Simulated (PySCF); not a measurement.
ZnI, SMILES [I][Zn+], charge +1. Geometry: r2SCAN-D4/def2-TZVP. The spin state was assumed, not searched. The def2 effective core potentials stand for the cores of I; spin–orbit coupling is left out.

Computed with r2SCAN-D4/def2-TZVP in PySCF.

Harmonic wavenumbers (cm⁻¹): 278. Rotational constants (GHz): 2.091 (linear); symmetry number 1.

Q: Work out the zero-point energy and the ideal-gas rigid-rotor harmonic-oscillator thermochemistry at 298.15 K and 1 atm.

A: ZPE = ½ Σ hcν = ½ × 278 cm⁻¹ = 0.40 kcal/mol. H − E(el) = 2.75 kcal/mol. Entropy in cal/(mol K): translation 41.67, rotation 17.88, vibration 1.55, total 61.09. G − E(el) = -15.46 kcal/mol. Cp = 8.67 cal/(mol K).
